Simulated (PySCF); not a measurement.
CsK⁺: from constants to spectrum

UHF-CCSD(T) constants of CsK⁺, ²Σ⁺ (doublet), unpaired electrons σ ↑ (basis Cs def2-SVP with ECP46, K def2-SVP; scalar-relativistic core potentials; PySCF 2.14; masses 132.9054 and 38.9637 u):

```
ωe              : 47.8 cm⁻¹
ωexe            : 0.0874 cm⁻¹
Be              : 0.021772 cm⁻¹
αe              : 7.49e-05 cm⁻¹
D (centrifugal) : 1.8e-08 cm⁻¹
De to Cs⁺ + K   : 0.56 eV
```

Q: Give the vibrational terms G(v) and spacings up to v = 6.

A: G(v) = ωe(v+½) − ωexe(v+½)².

| v | G(v) (cm⁻¹) | G(v) − G(v−1) | Bv (cm⁻¹) |
| --- | --- | --- | --- |
| 0 | 23.9 |  | 0.02173 |
| 1 | 71.5 | 47.6 | 0.02166 |
| 2 | 119.0 | 47.5 | 0.02158 |
| 3 | 166.2 | 47.3 | 0.02151 |
| 4 | 213.3 | 47.1 | 0.02143 |
| 5 | 260.3 | 46.9 | 0.02136 |
| 6 | 307.0 | 46.8 | 0.02129 |

Q: How well does the Morse estimate ωe²/(4ωexe) reproduce De, and what is D0?

A: It gives 0.81 eV, 145 % of the computed De. D0 = De − G(0) = 0.56 − 0.00 = 0.56 eV.

Correlated steps freeze 5 core orbitals. Correlated levels converge slowly with the basis: in double zeta they bind strong bonds too weakly, by up to about 1 eV, and carry superposition errors of some tenths. Spin–orbit coupling is left out. For an ion De counts to the pair picked by the measured ionisation energies or electron affinities, which need not be the lowest pair at this level. The state was picked by a PBE0 search and need not be the measured ground state.
